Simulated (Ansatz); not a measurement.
Consider the formal exchange of groups at a Zn–C bond: `[NH2][Zn][CH2]O` + `[F][AlH2]` → `[NH2][Zn][AlH][F]` + CH₃OH.

Gas-phase electronic energies from Ansatz, PBE0-D4/def2-TZVP geometries. CCSD(T)/CBS adds triple-zeta CCSD(T) − MP2 to the extrapolated MP2 energy (def2 sets, frozen cores). This one scheme is used for every species. Functionals use def2-TZVPP. B3LYP here is the variant with VWN-RPA as its local correlation; programs differ in this. For Zn outer-core shells are correlated without core-valence functions, which leaves a few kJ/mol of doubt a bond. Scalar relativity is left out up to krypton. One conformer a species, not always the lowest.

(1) Is it downhill or uphill in electronic energy at CCSD(T)/CBS, and by how much? (Estimate.)

(2) What do these levels give: B3LYP-D4, BHLYP-D4, ωB97M-V, CAM-B3LYP, LC-ωPBE, SCS-MP2/def2-TZVPP? (An estimate is asked.)

Largest T1 diagnostic among the species: 0.016.

Results:

(1) The calculation gave: Downhill: ΔE = -70.0 kJ/mol.

(2) Computed: B3LYP-D4 -74.2, BHLYP-D4 -78.0, ωB97M-V -70.2, CAM-B3LYP -71.5, LC-ωPBE -70.0, SCS-MP2/def2-TZVPP -63.9 kJ/mol.

In def2-TZVPP, CCSD(T) changes the Hartree–Fock value by +16.1 kJ/mol (the triples alone add +1.8 kJ/mol) and MP2 by +23.9 kJ/mol. Leaving LDA and LC-ωPBE aside and taking each functional with its dispersion term where it has one, the values, not all of them listed here, spread over 9.5 kJ/mol, from HSE06-D4 to B97M-V. LDA lies +6.3 kJ/mol from PBE without D4. From BLYP to BHLYP (50 % exact exchange), in def2-TZVPP and without D4, ΔE moves by −3.8 kJ/mol.
